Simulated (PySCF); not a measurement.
C6H7F3.
SMILES with atom numbers: `[CH3:1][CH:2]([CH3:3])[C:4]#[C:5][C:6]([F:7])([F:8])[F:9]` (hydrogens: H10, H11, H12 on C1; H13 on C2; H14, H15, H16 on C3)

Structure used (PBE0-D3(BJ)/def2-SVP), in Å, numbered top down from 1:
```
atom  x, y, z in Å
C1    -1.146    0.947    1.318
C2    -0.911   -0.285    0.440
C3    -1.925   -0.382   -0.703
C4     0.454   -0.297   -0.076
C5     1.582   -0.289   -0.514
C6     2.946   -0.275   -1.041
F7     3.453    0.960   -1.041
F8     3.758   -1.043   -0.311
F9     2.987   -0.726   -2.296
H10   -1.040    1.869    0.728
H11   -2.162    0.921    1.739
H12   -0.427    0.989    2.149
H13   -1.014   -1.186    1.073
H14   -2.946   -0.424   -0.297
H15   -1.851    0.497   -1.361
H16   -1.756   -1.280   -1.313
```

Method: PBE0-D3(BJ)/def2-SVP geometry optimisation, gas phase (PySCF).

Masses are those of the commonest isotopes; rigid-rotor values at the optimised geometry. 

What are A, B and C (MHz)?

Ia = 152.64, Ib = 727.97, Ic = 773.43 u·Å²; 505379 MHz·u·Å²/I gives A = 3311, B = 694.2, C = 653.4 MHz.

What kind of rotor is it?

A near-prolate asymmetric top: κ = (2 × 694.2 − 3311 − 653.4)/(3311 − 653.4) = -0.97.

Is it planar, by Δ = Ic − Ia − Ib?

Not planar: Δ = Ic − Ia − Ib = -107.18 u·Å². For a rigid frame Δ = −2 Σ m c², so Σ m c² = 53.59 u·Å² lies off the ab plane: 5.72 from hydrogen and 47.87 from heavier atoms. The atom farthest from that plane is 1.48 Å away.

Give the other two planar moments, Paa and Pbb, and the rms extents of the mass along the axes.

Paa = Σ m a² = (Ib + Ic − Ia)/2 = 674.38 and Pbb = Σ m b² = (Ia + Ic − Ib)/2 = 99.05 u·Å². With the mass M = 136.05 u, the rms extents √(P/M) along a, b and c are 2.23, 0.85, 0.63 Å.

Which types of transition are allowed, and where do some lines up to J = 3 fall?

The dipole components are |μa| = 3.48 D, |μb| = 0.00 D, |μc| = 0.24 D. The squared components, which scale the intensities, stand as 1.00 : 0.00 : 0.00 (a : b : c). Some lines, for components of 0.1 D or more:

```json
{"type": "a", "branch": "R", "J(Ka,Kc)": "1(0,1) ← 0(0,0)", "MHz": "1348", "lower level (cm⁻¹)": "0.000"}
{"type": "c", "branch": "Q", "J(Ka,Kc)": "3(1,3) ← 3(0,3)", "MHz": "2517", "lower level (cm⁻¹)": "0.270"}
{"type": "c", "branch": "Q", "J(Ka,Kc)": "2(1,2) ← 2(0,2)", "MHz": "2576", "lower level (cm⁻¹)": "0.135"}
{"type": "c", "branch": "Q", "J(Ka,Kc)": "1(1,1) ← 1(0,1)", "MHz": "2617", "lower level (cm⁻¹)": "0.045"}
{"type": "a", "branch": "R", "J(Ka,Kc)": "2(1,2) ← 1(1,1)", "MHz": "2655", "lower level (cm⁻¹)": "0.132"}
{"type": "a", "branch": "R", "J(Ka,Kc)": "2(0,2) ← 1(0,1)", "MHz": "2695", "lower level (cm⁻¹)": "0.045"}
{"type": "a", "branch": "R", "J(Ka,Kc)": "2(1,1) ← 1(1,0)", "MHz": "2736", "lower level (cm⁻¹)": "0.134"}
{"type": "a", "branch": "R", "J(Ka,Kc)": "3(1,3) ← 2(1,2)", "MHz": "3981", "lower level (cm⁻¹)": "0.221"}
{"type": "c", "branch": "R", "J(Ka,Kc)": "1(1,0) ← 0(0,0)", "MHz": "4005", "lower level (cm⁻¹)": "0.000"}
{"type": "a", "branch": "R", "J(Ka,Kc)": "3(0,3) ← 2(0,2)", "MHz": "4041", "lower level (cm⁻¹)": "0.135"}
{"type": "a", "branch": "R", "J(Ka,Kc)": "3(2,2) ← 2(2,1)", "MHz": "4043", "lower level (cm⁻¹)": "0.487"}
{"type": "a", "branch": "R", "J(Ka,Kc)": "3(2,1) ← 2(2,0)", "MHz": "4045", "lower level (cm⁻¹)": "0.487"}
{"type": "a", "branch": "R", "J(Ka,Kc)": "3(1,2) ← 2(1,1)", "MHz": "4104", "lower level (cm⁻¹)": "0.225"}
{"type": "c", "branch": "R", "J(Ka,Kc)": "2(1,1) ← 1(0,1)", "MHz": "5394", "lower level (cm⁻¹)": "0.045"}
{"type": "c", "branch": "R", "J(Ka,Kc)": "3(1,2) ← 2(0,2)", "MHz": "6803", "lower level (cm⁻¹)": "0.135"}
{"type": "c", "branch": "Q", "J(Ka,Kc)": "3(2,2) ← 3(1,2)", "MHz": "7789", "lower level (cm⁻¹)": "0.362"}
{"type": "c", "branch": "Q", "J(Ka,Kc)": "2(2,1) ← 2(1,1)", "MHz": "7850", "lower level (cm⁻¹)": "0.225"}
{"type": "c", "branch": "R", "J(Ka,Kc)": "2(2,0) ← 1(1,0)", "MHz": "10586", "lower level (cm⁻¹)": "0.134"}
{"type": "c", "branch": "R", "J(Ka,Kc)": "2(2,1) ← 1(1,1)", "MHz": "10627", "lower level (cm⁻¹)": "0.132"}
{"type": "c", "branch": "R", "J(Ka,Kc)": "3(2,1) ← 2(1,1)", "MHz": "11895", "lower level (cm⁻¹)": "0.225"}
{"type": "c", "branch": "R", "J(Ka,Kc)": "3(2,2) ← 2(1,2)", "MHz": "12015", "lower level (cm⁻¹)": "0.221"}
{"type": "c", "branch": "Q", "J(Ka,Kc)": "3(3,1) ← 3(2,1)", "MHz": "13183", "lower level (cm⁻¹)": "0.622"}
{"type": "c", "branch": "R", "J(Ka,Kc)": "3(3,0) ← 2(2,0)", "MHz": "17228", "lower level (cm⁻¹)": "0.487"}
{"type": "c", "branch": "R", "J(Ka,Kc)": "3(3,1) ← 2(2,1)", "MHz": "17228", "lower level (cm⁻¹)": "0.487"}
```

Whether it is a minimum is left open (no frequencies). Constants of a rigid frame at the computed geometry: no zero-point averaging, no centrifugal distortion. A rigid rotor knows nothing of internal rotation, which can split or shift real lines.
